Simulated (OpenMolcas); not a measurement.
# Levels of Te4+ by method

- Program: OpenMolcas
- Basis: ANO-R3 [8s7p5d4f3g2h]
- Scalar Hamiltonian: X2C, finite nucleus
- Active space: 2 electrons in 4 orbitals (5s 5p)
- State averaging: 2S+1 = 3 even, 3 roots; 2S+1 = 1 even, 7 roots; 2S+1 = 3 odd, 3 roots; 2S+1 = 1 odd, 3 roots
- Spin-orbit coupling: state interaction with AMFI integrals over the reference wave functions, term energies averaged over their components

Methods on the same reference wave functions:
A. CASSCF
B. SS-CASPT2, IPEA 0.25 Eh, imaginary shift 0.1 Eh (closed shells correlated: 4d)
C. MS-CASPT2, IPEA 0.25 Eh, imaginary shift 0.1 Eh (closed shells correlated: 4d)

Energies in cm⁻¹ above 5s² ¹S₀, the measured ground level; measured values from Moore, Atomic Energy Levels, vol. III, NSRDS-NBS 35 (1971 reprint of NBS Circular 467, 1958).

```json
{"Level": "5s² ¹S₀", "A": "0.0", "B": "0.0", "C": "0.0", "Measured": "0.0"}
{"Level": "5s 5p ³P°₀", "A": "70904", "B": "75780", "C": "76480", "Measured": ""}
{"Level": "5s 5p ³P°₁", "A": "73603", "B": "78290", "C": "79000", "Measured": ""}
{"Level": "5s 5p ³P°₂", "A": "80073", "B": "84950", "C": "85650", "Measured": ""}
{"Level": "5s 5p ¹P°₁", "A": "120046", "B": "109290", "C": "110000", "Measured": "111707"}
{"Level": "5p² ³P₀", "A": "175301", "B": "177360", "C": "178070", "Measured": "176248"}
{"Level": "5p² ³P₁", "A": "179810", "B": "182450", "C": "183160", "Measured": "182419"}
{"Level": "5p² ¹S₀", "A": "220692", "B": "211430", "C": "212840", "Measured": ""}
```

Deviations, from unrounded energies. A percentage is the sum of absolute deviations over the sum of measured energies, with the sign that they share, or ± where signs differ.

| Against measurement | Levels | A | B | C |
| --- | --- | --- | --- | --- |
| mean absolute deviation (cm-1) | 3 | 4000 | 1200 | 1400 |
| other configurations (%) | 3 | ±2.5 | ±0.8 | ±0.9 |

B lies closest to measurement on these levels and A furthest from it. The largest miss of B in the table is 5s 5p ¹P°₁, by -2400 cm-1. The ranking rests on the paired levels alone, and a cruder setting can come out closer through cancelling errors.

Between B and C the level of the table that moves most is 5p² ¹S₀, by 1400 cm-1 (lowest in B, highest in C). Moves below CASPT2's spread within the term are not significant.

The lowest spin-free term lies below A's lowest term by 0.496 hartree in B, 0.499 hartree in C.

Over all roots computed the reference weight is 0.89 to 0.95 in B, 0.89 to 0.95 in C; the roots of lowest weight are the least certain, and an intruder state may touch them. The ¹D term of p² mixes with s d, which this space lacks. Measured partners are found by configuration, term and J. A level has none where our copy of the source lacks it or the pairing is in doubt (some pairs that miss far off the trend of their configuration count as doubtful), and it then counts in no deviation. Only configurations of the active space appear. The table leaves out levels that lie high or whose names do not pair safely across all columns.

° marks odd parity.
